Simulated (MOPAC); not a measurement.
Input for MOPAC: AM1 on BH2IO2 (SMILES OB(O)I), a point of a torsion scan.

```
AM1 1SCF PRECISE CHARGE=0 THREADS=1
BH2IO2

O      0.16702505 1     1.34598259 1    -0.19866485 1
B      0.12746453 1     0.01947759 1    -0.12606398 1
O     -0.49388322 1    -0.66024481 1    -1.08188398 1
I      1.23272940 1    -1.03105770 1     1.42086497 1
H      0.29305126 1     1.88555498 1     0.57909689 1
H     -0.44079335 1    -1.61408993 1    -1.12011748 1
```

Output:

```
*******************************************************************************
 **                                                                           **
 **                              MOPAC v23.2.5                                **
 **                                                                           **
 *******************************************************************************
 ** MOPAC's Digital Object Identifier: https://doi.org/10.5281/zenodo.6511958 **
 **                                                                           **
 ** Please cite the open-source release paper for use of this MOPAC version:  **
 ** J. E. Moussa and J. J. P. Stewart (2026)                                  **
 ** MOPAC: An open-source semiempirical molecular orbital program             **
 ** J. Open Source Softw., 11(119), 8025, https://doi.org/10.21105/joss.08025 **
 *******************************************************************************

                              AM1 CALCULATION RESULTS

 *******************************************************************************
 *  AM1        - The AM1 Hamiltonian to be used
 *
 *
 *
 *                 CHARGE ON SYSTEM = 0
 *
 *
 *
 *  PRECISE    - TIGHTER CRITERIA TO BE USED
 *  1SCF       - DO 1 SCF AND THEN STOP
 *  THREADS=1  - MULTI-THREADING NOT USED
 *  T=         - A TIME OF 172800.0 SECONDS REQUESTED
 *  DUMP=N     - RESTART FILE WRITTEN EVERY 7200.0 SECONDS REQUESTED
 *******************************************************************************
AM1 1SCF PRECISE CHARGE=0 THREADS=1
 BH2IO2

   ATOM   CHEMICAL          X               Y               Z
  NUMBER   SYMBOL      (ANGSTROMS)     (ANGSTROMS)     (ANGSTROMS)

     1       O          0.16702505  *   1.34598259  *  -0.19866485  *
     2       B          0.12746453  *   0.01947759  *  -0.12606398  *
     3       O         -0.49388322  *  -0.66024481  *  -1.08188398  *
     4       I          1.23272940  *  -1.03105770  *   1.42086497  *
     5       H          0.29305126  *   1.88555498  *   0.57909689  *
     6       H         -0.44079335  *  -1.61408993  *  -1.12011748  *



          CARTESIAN COORDINATES

    NO.       ATOM           X           Y           Z

     1         O          0.1670      1.3460     -0.1987
     2         B          0.1275      0.0195     -0.1261
     3         O         -0.4939     -0.6602     -1.0819
     4         I          1.2327     -1.0311      1.4209
     5         H          0.2931      1.8856      0.5791
     6         H         -0.4408     -1.6141     -1.1201

  H: (AM1): M.J.S. DEWAR ET AL, J. AM. CHEM. SOC. 107 3902-3909 (1985)
  B: (AM1): M.J.S. DEWAR ET AL, ORGANOMETALLICS, 7, 513-521 (1988)
  O: (AM1): M.J.S. DEWAR ET AL, J. AM. CHEM. SOC. 107 3902-3909 (1985)
  I: (AM1): M.J.S. DEWAR AND E. G. ZOEBISCH, THEOCHEM, 180, 1 (1988).

           Empirical Formula: H2 O2 B I  =     6 atoms



      MOLECULAR POINT GROUP   :   C1


      RHF CALCULATION, NO. OF DOUBLY OCCUPIED LEVELS = 12


 -------------------------------------------------------------------------------
 AM1 1SCF PRECISE CHARGE=0 THREADS=1
 BH2IO2



     1SCF WAS SPECIFIED, SO BFGS WAS NOT USED
     SCF FIELD WAS ACHIEVED


                              AM1 CALCULATION
                                                       MOPAC v23.2.5 Linux




          FINAL HEAT OF FORMATION =       -137.48645 KCAL/MOL =    -575.24331 KJ/MOL


          COSMO AREA              =        109.89 SQUARE ANGSTROMS
          COSMO VOLUME            =         96.20 CUBIC ANGSTROMS

          IONIZATION POTENTIAL    =         10.477513 EV
          HOMO LUMO ENERGIES (EV) =        -10.478 -0.250
          NO. OF FILLED LEVELS    =         12
          MOLECULAR WEIGHT        =        171.7291         POINT GROUP:  C1

          MOLECULAR DIMENSIONS (Angstroms)

            Atom       Atom       Distance
            H     6    H     5     3.95896
            I     4    O     3     2.87143
            O     1    H     6     0.27587


          SCF CALCULATIONS        =          1





   ATOM   CHEMICAL          X               Y               Z
  NUMBER   SYMBOL      (ANGSTROMS)     (ANGSTROMS)     (ANGSTROMS)

     1       O          0.16702505  *   1.34598259  *  -0.19866485  *
     2       B          0.12746453  *   0.01947759  *  -0.12606398  *
     3       O         -0.49388322  *  -0.66024481  *  -1.08188398  *
     4       I          1.23272940  *  -1.03105770  *   1.42086497  *
     5       H          0.29305126  *   1.88555498  *   0.57909689  *
     6       H         -0.44079335  *  -1.61408993  *  -1.12011748  *

                             CARTESIAN COORDINATES

   1    O        0.167025050     1.345982590    -0.198664850
   2    B        0.127464530     0.019477590    -0.126063980
   3    O       -0.493883220    -0.660244810    -1.081883980
   4    I        1.232729400    -1.031057700     1.420864970
   5    H        0.293051260     1.885554980     0.579096890
   6    H       -0.440793350    -1.614089930    -1.120117480


           Empirical Formula: H2 O2 B I  =     6 atoms



      MOLECULAR POINT GROUP   :   C1


                  EIGENVALUES
 -39.08173 -37.89218 -29.72915 -23.08789 -18.88081 -17.64044 -15.97429 -15.33344
 -13.25928 -10.98823 -10.51214 -10.47751  -0.25026   1.85663   2.28207   4.31483
   6.56085   7.14801


              NET ATOMIC CHARGES AND DIPOLE CONTRIBUTIONS

  ATOM NO.   TYPE          CHARGE      No. of ELECS.   s-Pop       p-Pop
    1          O          -0.310007        6.3100     1.80812     4.50189
    2          B           0.176516        2.8235     1.15032     1.67316
    3          O          -0.299750        6.2997     1.80996     4.48979
    4          I          -0.124637        7.1246     1.97667     5.14797
    5          H           0.280747        0.7193     0.71925
    6          H           0.277132        0.7229     0.72287
 DIPOLE           X         Y         Z       TOTAL
 POINT-CHG.    -0.359    -0.026     0.186     0.405
 HYBRID        -0.265     0.082    -0.008     0.278
 SUM           -0.624     0.056     0.178     0.652


          ATOMIC ORBITAL ELECTRON POPULATIONS

     Atom    s        px        py        pz
    1  O   1.80812   1.82490   1.25316   1.42384
    2  B   1.15032   0.46335   0.65584   0.55397
    3  O   1.80996   1.67781   1.26072   1.55126
    4  I   1.97667   1.76500   1.79922   1.58376
    5  H   0.71925
    6  H   0.72287

 **********************
 *                    *
 * JOB ENDED NORMALLY *
 *                    *
 **********************




 == MOPAC DONE ==
```

The run finished.

Cost: about 0.03 core-seconds (a rough figure).
